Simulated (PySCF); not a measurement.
Excitations are Tamm–Dancoff values on a coarser integration grid. The basis has no diffuse functions, so Rydberg states are missing or too high.

Cartesian coordinates (Å):
```xyz
13

C     -0.2782     2.1802    -0.0339
In     0.0088     0.0145    -0.0089
C     -1.7177    -1.3062     0.2254
C      2.0031    -0.8581    -0.2018
H      0.6712     2.7101     0.0317
H     -0.7759     2.4687    -0.9620
H     -0.9178     2.4860     0.7951
H     -1.6310    -2.1716    -0.4322
H     -2.6489    -0.7830     0.0110
H     -1.7554    -1.6701     1.2545
H      2.2843    -1.3358     0.7388
H      2.7476    -0.1014    -0.4457
H      2.0049    -1.6252    -0.9775
```
Charge 0, multiplicity 1.

Estimate the dipole moment, brightest of the four lowest singlets (TDA), HOMO, S1–T1 gap (TDA) and HOMO–LUMO gap that TPSSh-D3(BJ)/def2-TZVP // B3LYP-D3(BJ)/def2-TZVP in PySCF returns for this input.


| Property | Value |
|---|---|
| dipole moment | 0.01 D |
| brightest of the four lowest singlets (TDA) | 6.13 eV |
| HOMO | -6.32 eV |
| S1–T1 gap (TDA) | 0.22 eV |
| HOMO–LUMO gap | 5.15 eV |
